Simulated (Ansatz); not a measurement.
`F[Si@H]1S[C@@H]1[GeH3]` + `[OH][GeH2][OH]` → `[OH][GeH]([OH])[GeH3]` + `F[SiH]1CS1`  (formal exchange of groups at a Ge–C bond)

Program: Ansatz. Geometries: PBE0-D4/def2-TZVP. ΔE: electronic, gas phase. CBS: MP2 limit from def2 TZ/QZ plus the TZ coupled-cluster correction, frozen cores. For Ge outer-core shells are correlated without core-valence functions, which leaves a few kJ/mol of doubt a bond. Scalar relativity is left out up to krypton. One conformer a species, not always the lowest.

```csv
species,MP2/CBS(def2) energy (Eh)
`F[Si@H]1S[C@@H]1[GeH3]`,-2903.79985
`[OH][GeH2][OH]`,-2228.87314
`[OH][GeH]([OH])[GeH3]`,-4306.17667
`F[SiH]1CS1`,-826.50536
```

Work out ΔE.

ΔE = (-4306.17667) + (-826.50536) − (-2903.79985) − (-2228.87314) = -0.00904 Eh = -23.7 kJ/mol. CCSD(T)/CBS gives -29.2 kJ/mol.

Largest T1 diagnostic among the species: 0.012.

The D4 term adds +4.2 kJ/mol with B3LYP and +2.2 kJ/mol with PBE0; it sums over pairs of atoms, weighted by their polarisabilities, and B3LYP, whose exchange is more repulsive, gets the larger term. In def2-TZVPP, CCSD(T) changes the Hartree–Fock value by +3.3 kJ/mol (the triples alone add +1.8 kJ/mol) and MP2 by +8.8 kJ/mol.

B3LYP here is the variant with VWN-RPA as its local correlation; programs differ in this.
